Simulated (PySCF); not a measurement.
Problem. What does the GFN2-xTB structure of InChI=1S/C6H12O/c1-6(2)4-3-5-7/h3,5-7H,4H2,1-2H3/p-1/b5-3+ look like in three dimensions? (Charge -1.)

Solution. 
Z-matrix in Å and degrees, rows numbered from 1:
```
C 
C   1  1.5242
C   2  1.5283  1  110.74
C   2  1.5459  1  109.97  3   123.58
C   4  1.4955  2  113.40  1    61.33
C   5  1.3587  4  123.85  2  -109.89
O   6  1.2613  5  129.47  4   178.76
H   1  1.0884  2  108.45  3  -172.09
H   1  1.0912  2  111.63  3    67.24
H   1  1.0895  2  110.36  3   -53.71
H   2  1.0974  1  108.39  3  -118.83
H   3  1.0912  2  111.09  1   -57.31
H   3  1.0895  2  110.19  1    62.69
H   3  1.0896  2  110.77  1  -177.71
H   4  1.0960  2  108.27  1   -59.97
H   4  1.1033  2  107.23  1  -175.59
H   5  1.0850  4  116.43  2    68.09
H   6  1.1362  5  113.60  4    -2.01
```

Of the pairs four or more bonds apart, C5···H8 is among the closest relative to their van der Waals radii: 2.55 Å, 88 % of the sum of Bondi's values. C5 (carbon bonded to 2 C and H) is planar (angles 123.9°, 119.7° and 116.4°, sum 360.0°, 0.01 Å off the plane of its three neighbours). C6 (vinylic carbon bearing oxygen) is planar (angles 129.5°, 116.9° and 113.6°, sum 360.0°, 0.00 Å off the plane of its three neighbours). The 5 C–C bonds span 1.359 Å (C5=C6, drawn double in one of several resonance forms) to 1.546 Å (C2–C4, drawn single), a spread of 0.187 Å.

Structure optimised with GFN2-xTB, isolated species.

Point group: C1 (no symmetry element, even within 0.4 Å). Stationary, but not proved a minimum. Torsions: C1–C2–C4–C5 61°, C2–C4–C5–C6 -110°.

One conformer stands for the species.

These are computed values.
